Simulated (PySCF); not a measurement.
Gas-phase reaction: InF3 + H2 = InF + 2 HF

Energies from PySCF, thermal terms from the rigid-rotor harmonic-oscillator model, ideal gas at 1 bar. † marks an energy on the PBE0/def2-TZVP geometry and frequencies; other levels use their own. MP2 and CCSD(T) freeze the core. All species are closed-shell singlets. B3LYP is the form with VWN-RPA correlation. In: scalar-relativistic def2 core potential, no spin-orbit coupling. MP2 isn't extrapolated to the basis-set limit; its ΔH°(298 K) is 26.5 kJ in def2-SVP and -31.8 kJ in def2-TZVPP. CCSD(T) isn't extrapolated to the basis-set limit; its ΔH°(298 K) is -0.5 kJ in def2-SVP and -27.1 kJ in def2-TZVPP. The harmonic model lacks anharmonicity and excited electronic states, which grow with temperature; levels with a mode under 35 cm⁻¹ are left out.

| level | ΔE electronic, kJ | ΔH°(298 K), kJ | ΔS°(298 K), J/K | ΔG°(2000 K), kJ |
|---|---|---|---|---|
| B3LYP/def2-TZVP† | -45 | -30 | 143 | -291 |
| CCSD(T)/def2-TZVPP† | -42 | -27 | 143 | -288 |
| HF/def2-TZVP† | -27 | -13 | 143 | -274 |
| MP2/def2-TZVPP† | -46 | -32 | 143 | -293 |
| PBE/def2-SVP | -12 | 2 | 140 | -253 |
| PBE0/def2-TZVP | -37 | -22 | 143 | -283 |
| LDA/def2-TZVP† | -30 | -16 | 143 | -277 |
| ωB97X-V/def2-TZVP† | -2 | 12 | 143 | -249 |
ΔH° is lowest at MP2/def2-TZVPP† and highest at ωB97X-V/def2-TZVP†. No reference value is set beside these.
